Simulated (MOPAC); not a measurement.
Input for MOPAC: PM3 on LiS+, 2S+1 = 3, a spin state set in the input, which need not be the lowest, a point of a bond scan (R = 2.526 Å). Charge +1.

```
PM3 1SCF PRECISE CHARGE=1 UHF MS=1 THREADS=1
LiS

Li     0.00000000 1     0.00000000 1     0.00000000 1
S      0.00000000 1     0.00000000 1     2.52643800 1
```

Program output:

```
*******************************************************************************
 **                                                                           **
 **                              MOPAC v23.2.5                                **
 **                                                                           **
 *******************************************************************************
 ** MOPAC's Digital Object Identifier: https://doi.org/10.5281/zenodo.6511958 **
 **                                                                           **
 ** Please cite the open-source release paper for use of this MOPAC version:  **
 ** J. E. Moussa and J. J. P. Stewart (2026)                                  **
 ** MOPAC: An open-source semiempirical molecular orbital program             **
 ** J. Open Source Softw., 11(119), 8025, https://doi.org/10.21105/joss.08025 **
 *******************************************************************************

                              PM3 CALCULATION RESULTS

 *******************************************************************************
 *  PM3        - The PM3 Hamiltonian to be used
 *  UHF        - UNRESTRICTED HARTREE-FOCK CALCULATION
 *
 *
 *
 *                 CHARGE ON SYSTEM = +1
 *
 *
 *
 *  MS=        - IN MECI, MAGNETIC COMPONENT OF SPIN =  1.0
 *  PRECISE    - TIGHTER CRITERIA TO BE USED
 *  1SCF       - DO 1 SCF AND THEN STOP
 *  THREADS=1  - MULTI-THREADING NOT USED
 *  T=         - A TIME OF 172800.0 SECONDS REQUESTED
 *  DUMP=N     - RESTART FILE WRITTEN EVERY 7200.0 SECONDS REQUESTED
 *******************************************************************************
PM3 1SCF PRECISE CHARGE=1 UHF MS=1 THREADS=1
 LiS

   ATOM   CHEMICAL          X               Y               Z
  NUMBER   SYMBOL      (ANGSTROMS)     (ANGSTROMS)     (ANGSTROMS)

     1      Li          0.00000000  *   0.00000000  *   0.00000000  *
     2       S          0.00000000  *   0.00000000  *   2.52643800  *



          CARTESIAN COORDINATES

    NO.       ATOM           X           Y           Z

     1        Li          0.0000      0.0000      0.0000
     2         S          0.0000      0.0000      2.5264

 Li: (PM3): E. ANDERS, R. KOCH, P. FREUNSCHT, J. COMP. CHEM 14 1301-1312  1993
  S: (PM3): J. J. P. STEWART, J. COMP. CHEM. 10, 209 (1989).

           Empirical Formula: Li S  =     2 atoms



      MOLECULAR POINT GROUP   :   C*v


          UHF CALCULATION, NO. OF ALPHA ELECTRONS =    4
                           NO. OF BETA  ELECTRONS =    2

 -------------------------------------------------------------------------------
 PM3 1SCF PRECISE CHARGE=1 UHF MS=1 THREADS=1
 LiS



     1SCF WAS SPECIFIED, SO BFGS WAS NOT USED
     SCF FIELD WAS ACHIEVED


                              PM3 CALCULATION
                                                       MOPAC v23.2.5 Linux




          FINAL HEAT OF FORMATION =        209.31312 KCAL/MOL =     875.76608 KJ/MOL


          COSMO AREA              =         90.79 SQUARE ANGSTROMS
          COSMO VOLUME            =         74.61 CUBIC ANGSTROMS

          IONIZATION POTENTIAL    =         13.852009 EV
          ALPHA SOMO LUMO (EV)    =        -16.063 -5.336
          BETA  SOMO LUMO (EV)    =        -13.852 -6.736
          NO. OF ALPHA ELECTRONS  =          4
          NO. OF BETA  ELECTRONS  =          2
          MOLECULAR WEIGHT        =         39.0000         POINT GROUP:  C*v

          MOLECULAR DIMENSIONS (Angstroms)

            Atom       Atom       Distance
            S     2   Li     1     2.52644
            S     2   Li     1     0.00000
           Li     1    S     2     0.00000


          SCF CALCULATIONS        =          1





   ATOM   CHEMICAL          X               Y               Z
  NUMBER   SYMBOL      (ANGSTROMS)     (ANGSTROMS)     (ANGSTROMS)

     1      Li          0.00000000  *   0.00000000  *   0.00000000  *
     2       S          0.00000000  *   0.00000000  *   2.52643800  *

                             CARTESIAN COORDINATES

   1   Li        0.000000000     0.000000000     0.000000000
   2    S        0.000000000     0.000000000     2.526438000


           Empirical Formula: Li S  =     2 atoms



      MOLECULAR POINT GROUP   :   C*v


          ALPHA EIGENVALUES
 -30.67473 -17.57175 -17.57175 -16.06261  -5.33571  -3.82848  -3.52485  -3.52485


           BETA EIGENVALUES
 -22.68528 -13.85201  -6.73596  -6.73596  -5.26284  -3.54875  -3.33748  -3.33748


              NET ATOMIC CHARGES AND DIPOLE CONTRIBUTIONS

  ATOM NO.   TYPE          CHARGE      No. of ELECS.   s-Pop       p-Pop
    1         Li           0.783650        0.2163     0.08228     0.13407
    2          S           0.216350        5.7837     1.95687     3.82678
 DIPOLE           X         Y         Z       TOTAL
 POINT-CHG.     0.000     0.000    -7.350     7.350
 HYBRID        -0.000     0.000    -1.486     1.486
 SUM           -0.000     0.000    -8.836     8.836


          ATOMIC ORBITAL ELECTRON POPULATIONS

     Atom    s        px        py        pz
    1 Li   0.08228   0.00769   0.00769   0.11869
    2  S   1.95687   0.99231   0.99231   1.84216


                    (SZ)    =    1.000000
                    (S**2)  =    2.011299


          ATOMIC ORBITAL SPIN POPULATIONS

    Atom   Total    s     px     py     pz
         Atomic
    1 Li -0.0469 -0.028  0.008  0.008 -0.034
    2  S  2.0469  0.017  0.992  0.992  0.045

 **********************
 *                    *
 * JOB ENDED NORMALLY *
 *                    *
 **********************




 == MOPAC DONE ==
```

The run finished.

Cost: roughly 0.010 core-seconds.
